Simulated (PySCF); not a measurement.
C7H7 (SMILES [C]1=CC2C=CC1C2), doublet, geometry from GFN2-xTB; DF-PBE/def2-SV(P) in PySCF.

Input for PySCF:
```python
from pyscf import gto, scf, dft

mol = gto.Mole()
mol.atom = '''
    C     1.09680634   -0.69203971    0.74283602
    C     1.46511471   -0.16542108   -0.39694795
    C     0.25715990    0.70668960   -0.82393668
    C    -0.86545773   -0.27256305   -1.11809504
    C    -1.19325300   -0.85620363    0.02657574
    C    -0.30187962   -0.26459932    1.10797380
    C    -0.19812854    1.18160991    0.57202127
    H     2.35681440   -0.27313925   -0.97806664
    H     0.47183494    1.45696776   -1.57983187
    H    -1.25589036   -0.44934320   -2.10207177
    H    -1.91225754   -1.63132774    0.20914197
    H    -0.61524824   -0.41222483    2.13605884
    H     0.54860400    1.78133171    1.09066769
    H    -1.15602971    1.70289907    0.56153867
'''
mol.basis = 'def2-sv(p)'
mol.spin = 1
mol.verbose = 4
mol.build()

mf = dft.UKS(mol)
mf.xc = 'pbe'
mf = mf.density_fit(auxbasis='def2-universal-jkfit')
mf.kernel()
```

**Question.** Predict the main parts of the log of this PySCF run.

**Answer.** 
```
PySCF version 2.14.0

[INPUT] verbose = 4
[INPUT] num. atoms = 14
[INPUT] num. electrons = 49
[INPUT] charge = 0
[INPUT] spin (= nelec alpha-beta = 2S) = 1
[INPUT] symmetry False subgroup None
[INPUT] Mole.unit = angstrom
[INPUT] Symbol           X                Y                Z      unit          X                Y                Z       unit  Magmom
[INPUT]  1 C      1.096806340000  -0.692039710000   0.742836020000 AA    2.072663594287  -1.307765519223   1.403756633262 Bohr   0.0
[INPUT]  2 C      1.465114710000  -0.165421080000  -0.396947950000 AA    2.768665542972  -0.312600536430  -0.750122911208 Bohr   0.0
[INPUT]  3 C      0.257159900000   0.706689600000  -0.823936680000 AA    0.485961781221   1.335449799078  -1.557014669183 Bohr   0.0
[INPUT]  4 C     -0.865457730000  -0.272563050000  -1.118095040000 AA   -1.635478082088  -0.515069516176  -2.112893406835 Bohr   0.0
[INPUT]  5 C     -1.193253000000  -0.856203630000   0.026575740000 AA   -2.254921367316  -1.617990367558   0.050220870158 Bohr   0.0
[INPUT]  6 C     -0.301879620000  -0.264599320000   1.107973800000 AA   -0.570469804388  -0.500020247546   2.093767035194 Bohr   0.0
[INPUT]  7 C     -0.198128540000   1.181609910000   0.572021270000 AA   -0.374408678060   2.232919115972   1.080963537726 Bohr   0.0
[INPUT]  8 H      2.356814400000  -0.273139250000  -0.978066640000 AA    4.453733742431  -0.516158376369  -1.848278081174 Bohr   0.0
[INPUT]  9 H      0.471834940000   1.456967760000  -1.579831870000 AA    0.891638812601   2.753270038721  -2.985449557159 Bohr   0.0
[INPUT] 10 H     -1.255890360000  -0.449343200000  -2.102071770000 AA   -2.373288822881  -0.849135583936  -3.972339939480 Bohr   0.0
[INPUT] 11 H     -1.912257540000  -1.631327740000   0.209141970000 AA   -3.613643030235  -3.082762648006   0.395221044452 Bohr   0.0
[INPUT] 12 H     -0.615248240000  -0.412224830000   2.136058840000 AA   -1.162650672221  -0.778992030445   4.036566193556 Bohr   0.0
[INPUT] 13 H      0.548604000000   1.781331710000   1.090667690000 AA    1.036711310841   3.366229068903   2.061063227012 Bohr   0.0
[INPUT] 14 H     -1.156029710000   1.702899070000   0.561538670000 AA   -2.184579543760   3.218012860077   1.061154294653 Bohr   0.0

nuclear repulsion = 280.202582987836
number of shells = 56
number of NR pGTOs = 196
number of NR cGTOs = 112
basis = def2-sv(p)
ecp = {}

******** <class 'pyscf.df.df_jk.DFUKS'> ********
method = DFUKS
initial guess = minao
damping factor = 0
level_shift factor = 0
DIIS = <class 'pyscf.scf.diis.CDIIS'>
diis_start_cycle = 1
diis_space = 8
diis_damp = 0
SCF conv_tol = 1e-09
SCF conv_tol_grad = None
SCF max_cycles = 50
direct_scf = False
number electrons alpha = 25  beta = 24
XC library pyscf.dft.libxc version 7.1.2
    S. Lehtola, C. Steigemann, M. J. T. Oliveira, and M. A. L. Marques,  SoftwareX 7, 1–5 (2018)
XC functionals = pbe
    J. P. Perdew, K. Burke, and M. Ernzerhof,  Phys. Rev. Lett. 77, 3865 (1996)
    J. P. Perdew, K. Burke, and M. Ernzerhof,  Phys. Rev. Lett. 78, 1396 (1997)
    J. P. Perdew, K. Burke, and M. Ernzerhof,  Phys. Rev. Lett. 77, 3865 (1996)
    J. P. Perdew, K. Burke, and M. Ernzerhof,  Phys. Rev. Lett. 78, 1396 (1997)
radial grids:
    Treutler-Ahlrichs [JCP 102, 346 (1995); DOI:10.1063/1.469408] (M4) radial grids

becke partition: Becke, JCP 88, 2547 (1988); DOI:10.1063/1.454033
pruning grids: <function nwchem_prune>
grids dens level: 3
symmetrized grids: False
atomic radii adjust function: <function treutler_atomic_radii_adjust>
small_rho_cutoff = 0
Set gradient conv threshold to 3.16228e-05
tot grids = 167488
init E= -271.107215092402

cycle= 1 E= -270.147176980981  delta_E= 0.96  |g|= 0.348  |ddm|= 3.14
cycle= 2 E= -270.055158676061  delta_E= 0.092  |g|= 0.551  |ddm|= 1.26
cycle= 3 E= -270.209505297246  delta_E= -0.154  |g|= 0.123  |ddm|= 0.845
cycle= 4 E= -270.215989282655  delta_E= -0.00648  |g|= 0.0613  |ddm|= 0.216
cycle= 5 E= -270.217875556159  delta_E= -0.00189  |g|= 0.0194  |ddm|= 0.0885
cycle= 6 E= -270.218042549058  delta_E= -0.000167  |g|= 0.00979  |ddm|= 0.0304
cycle= 7 E= -270.218094157814  delta_E= -5.16e-05  |g|= 0.00392  |ddm|= 0.0144
cycle= 8 E= -270.218104136864  delta_E= -9.98e-06  |g|= 0.00116  |ddm|= 0.00579
cycle= 9 E= -270.218106917565  delta_E= -2.78e-06  |g|= 0.000419  |ddm|= 0.00468
cycle= 10 E= -270.218107194344  delta_E= -2.77e-07  |g|= 0.000221  |ddm|= 0.00186
cycle= 11 E= -270.218107232443  delta_E= -3.81e-08  |g|= 0.000112  |ddm|= 0.000673
cycle= 12 E= -270.218107239433  delta_E= -6.99e-09  |g|= 3.46e-05  |ddm|= 0.000233
cycle= 13 E= -270.218107239788  delta_E= -3.56e-10  |g|= 2.61e-05  |ddm|= 9.36e-05
Extra cycle  E= -270.218107236967  delta_E= 2.82e-09  |g|= 7.6e-05  |ddm|= 0.000125
converged SCF energy = -270.218107236967  <S^2> = 0.75996639  2S+1 = 2.0099417
```
